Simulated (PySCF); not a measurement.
Field gradients at the hydrogen positions

Compound: C₅H₁₂Si₂.
Z-matrix (Å and degrees, GFN2-xTB geometry), rows numbered from 1:
```
Si
C   1  1.8975
Si  2  1.8997  1  114.92
C   3  1.9118  2  113.57  1   170.37
C   4  1.4992  3  104.06  2  -117.58
C   5  1.3213  4  119.17  3     0.05
C   6  1.4993  5  119.13  4     0.03
H   1  1.4644  2  110.24  3   -61.99
H   1  1.4635  2  109.61  3    58.64
H   1  1.4672  2  109.50  3   178.40
H   2  1.0894  1  108.69  3  -121.79
H   2  1.0905  1  108.94  3   122.98
H   3  1.4726  2  111.06  1   -62.50
H   4  1.0918  3  113.89  2     1.97
H   4  1.0909  3  113.23  2   123.35
H   5  1.0814  4  118.43  3   179.95
H   6  1.0814  5  122.41  4   179.91
H   7  1.0917  3  113.49  2    -1.84
H   7  1.0909  3  113.27  2  -123.01
```

Level: PBE0/pcSseg-1 (PySCF, non-relativistic); Q(2H) = 0.00286 b; rigid geometry, the same for H and D, with no vibrational averaging.

Problem. Rank these positions by the coupling χzz of a deuteron there, largest first.
A. H15 (methylene hydrogen)
B. H11 (methylene hydrogen)
C. H9 (Si–H hydrogen)
D. H16 (vinylic hydrogen)
E. H13 (Si–H hydrogen)

Solution. D (221 kHz), B (217 kHz), A (212 kHz), C (110 kHz), E (105 kHz).

Problem. What are Vzz, η and χzz (234.96 MHz × Q × Vzz) at all hydrogens?

Solution. 
```csv
atom,bonded to,bond length (Å),Vzz (au),η,χzz (kHz)
H8,Si1,1.464,0.1626,0.02,109
H9,Si1,1.463,0.1631,0.01,110
H10,Si1,1.467,0.1605,0.01,108
H11,C2,1.089,0.3225,0.01,217
H12,C2,1.090,0.3200,0.01,215
H13,Si3,1.473,0.1568,0.01,105
H14,C4,1.092,0.3139,0.03,211
H15,C4,1.091,0.3152,0.03,212
H16,C5,1.081,0.3294,0.05,221
H17,C6,1.081,0.3293,0.05,221
H18,C7,1.092,0.3135,0.02,211
H19,C7,1.091,0.3152,0.03,212
```

Problem. Average by the element that carries the hydrogen.

Solution. on Si: 108 kHz over 4 positions, mean bond length 1.467 Å; on C: 215 kHz over 8 positions, mean bond length 1.089 Å.

Problem. How does χzz go with the bond length over the 8 C–H bonds?

Solution. A straight-line fit has a slope of -9.5 kHz for each 0.01 Å, with a correlation coefficient of -0.95, over lengths from 1.081 to 1.092 Å. The longer bonds have the smaller couplings here.

Problem. A static deuteron (I = 1) shows a doublet split by (3/2)χ, (3/4)χ(1 + η) and (3/4)χ(1 − η) with the field along z, y and x of the gradient. What are these for H16?

Solution. With |χ| = 221.4 kHz and η = 0.051: 332, 175 and 158 kHz, to first order and without motion.

One conformer (not necessarily the lowest) at the GFN2-xTB geometry, without solvent, vibrations or thermal averaging. GFN2-xTB bond lengths can be off by several hundredths of an ångström, more for odd bonds, and the gradients follow them. With a basis this small, the couplings can be 20 % off.
